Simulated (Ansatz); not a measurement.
Geometry optimisation, RKS PBE/6-31G* in Ansatz 0.2.0.

input.yaml

```yaml
crystal:
  periodic: [false, false, false]
  atoms:
    - { symbol: Si, position_ang: [-0.377817, -0.120277, -0.520927] }
    - { symbol: H, position_ang: [-0.198139, 0.899869, 1.943659] }
    - { symbol: Cl, position_ang: [1.371331, -0.877044, 0.244947] }
    - { symbol: Cl, position_ang: [-0.220238, 1.917467, -0.745091] }
    - { symbol: Cl, position_ang: [-0.612852, -0.92607, -2.427389] }
    - { symbol: O, position_ang: [-1.703135, -0.549062, 0.364509] }
    - { symbol: Al, position_ang: [-3.253209, -1.327464, 0.106317] }
    - { symbol: H, position_ang: [-3.274268, -2.919437, 0.049008] }
    - { symbol: H, position_ang: [-4.516181, -0.354209, 0.046405] }
    - { symbol: H, position_ang: [-0.782392, 0.518027, 2.077762] }
basis:
  gaussian: { orbitals: "6-31G*" }
hamiltonian:
  xc: pbe
relax:
  f_tol: 0.03
  max_steps: 50
```

Run as:

```bash
$ ansatz run input.yaml --threads 4 --pin off --max-ram 5120MiB --backend cpu --events-out ev --progress --plain --runs-dir out
```

Question: Where does it end, and by what steps?

Answer: It converged. The force dipped under the threshold on the way, but the program's further checks kept it going. After 44 steps the energy has fallen by 0.369 eV; H2 moved furthest, 2.09 Å.

| step | energy less start (eV) | largest force component (eV/Å) | accepted |
| --- | --- | --- | --- |
| 0 | 0.0000 | 1.324 | yes |
| 2 | -0.2166 | 0.279 | yes |
| 4 | -0.2685 | 0.134 | yes |
| 6 | -0.2847 | 0.283 | yes |
| 8 | -0.2957 | 0.216 | yes |
| 10 | -0.3051 | 0.083 | yes |
| 12 | -0.3137 | 0.168 | yes |
| 14 | -0.3163 | 0.057 | yes |
| 16 | -0.3181 | 0.173 | yes |
| 18 | -0.3202 | 0.173 | yes |
| 20 | -0.3224 | 0.182 | yes |
| 22 | -0.3247 | 0.041 | yes |
| 24 | -0.3258 | 0.133 | no |
| 26 | -0.3282 | 0.111 | yes |
| 28 | -0.3294 | 0.200 | yes |
| 30 | -0.3306 | 0.154 | yes |
| 32 | -0.3235 | 0.727 | no |
| 34 | -0.3323 | 0.016 | yes |
| 36 | -0.3338 | 0.167 | yes |
| 38 | -0.3405 | 0.069 | yes |
| 40 | -0.3507 | 0.224 | yes |
| 42 | -0.3617 | 0.188 | yes |
| 44 | -0.3693 | 0.020 | yes |

```xyz
10
Properties=species:S:1:pos:R:3
Si -0.257 -0.194 -1.305
H -1.895 0.064 2.826
Cl 1.171 -1.390 -0.415
Cl 0.479 1.727 -1.395
Cl -0.580 -0.876 -3.222
O -1.641 -0.205 -0.464
Al -2.782 -0.913 0.654
H -2.430 -2.337 1.271
H -4.133 -0.097 0.851
H -1.499 0.482 2.339
```

Whether the end is a true minimum wasn't checked by a vibrational analysis.

Run time: 32 s on 4 threads of AMD EPYC 9R45 (Zen 5), on a shared host, peak memory 0.2 GiB.
